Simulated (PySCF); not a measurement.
## How good is the calculation?

Bonds (- single, = double, # triple, : aromatic): C1-S2, S2-C3, C3:C4, C4:C5, C5:C6, C6:C7, C7:C8, C8:C3. C1 carries H9, H10, H11; C4 carries H12; C5 carries H13; C6 carries H14; C7 carries H15; C8 carries H16.

Published estimates (parent shift plus substituent increments) and measurements: δ ¹³C C3 138.7; C5/C7 128.9; C4/C8 126.7; C6 124.9 ppm (estimated from measurements, as parent shift plus tabulated substituent increment; solution, CCl4; Levy, Lichter, Nelson pp. 111-112; Breitmaier, Voelter pp. 256-258, as tabulated by Wired Chemist).
δ ¹³C C5/C7 128.7; C4/C8 126.6; C6 124.9; δ ¹H H12/H16 7.26; H13/H15 7.24; H14 7.10 ppm (estimated from measurements, as parent shift plus tabulated substituent increment; solution, not stated per compound (mostly CDCl3 or CCl4); Pretsch, Buehlmann, Badertscher, Structure Determination of Organic Compounds, 4th ed. (2009)).

PySCF 2.14.0 with density-fitted response routines calculation with geometry: PBE0-D3(BJ)/def2-SVP and PBE/pcSseg-1 with gauge-including orbitals; no relativistic terms, equivalent nuclei averaged, gas phase, single conformer.

Problem. How close does the calculation come?

Solution. 
Reference values: estimated from measurements, as parent shift plus tabulated substituent increment (solution, CCl4; Levy, Lichter, Nelson pp. 111-112; Breitmaier, Voelter pp. 256-258, as tabulated by Wired Chemist).
```tsv
atoms	quantity	reference	computed	computed, scaled
C3	δ ¹³C	138.7	146.0	143.7
C5/C7	δ ¹³C	128.9	131.4	129.2
C4/C8	δ ¹³C	126.7	125.0	122.8
C6	δ ¹³C	124.9	125.3	123.1
```

Reference values: estimated from measurements, as parent shift plus tabulated substituent increment (solution, not stated per compound (mostly CDCl3 or CCl4); Pretsch, Buehlmann, Badertscher, Structure Determination of Organic Compounds, 4th ed. (2009)).
```tsv
atoms	quantity	reference	computed	computed, scaled
C5/C7	δ ¹³C	128.7	131.4	129.2
C4/C8	δ ¹³C	126.6	125.0	122.8
C6	δ ¹³C	124.9	125.3	123.1
H12/H16	δ ¹H	7.26	6.89	–
H13/H15	δ ¹H	7.24	7.20	–
H14	δ ¹H	7.10	6.94	–
```

Computed shifts are σ(ref) − σ with the named reference compound (TMS for H and C) calculated as an isolated molecule at the same level. The measured values may be among those fitted. Empirical linear scaling, fitted to shifts measured mostly in CDCl3 for H and C (δ vs TMS): ¹³C: δ = 177.48 − 0.993σ (rms 1.8 ppm, 44 shifts, 2.0 ppm with the 1 outlier that the fit left out). Occasional misses reach two or three times the rms, and more in compound classes unlike the fitted ones.

Problem. How far are the unscaled ¹³C shifts from the references?

Solution. Mean signed difference +1.43 ppm, mean absolute 2.37 ppm over 7 comparisons; the largest is +7.3 ppm at C3 (aromatic carbon bearing sulfur).

Problem. How far are the unscaled ¹H shifts from the references?

Solution. Mean signed difference -0.19 ppm, mean absolute 0.19 ppm over 3 comparisons; the largest is -0.37 ppm at H12/H16 (hydrogen on an aromatic CH).

10 of the 16 published NMR values on file for this molecule are compared.
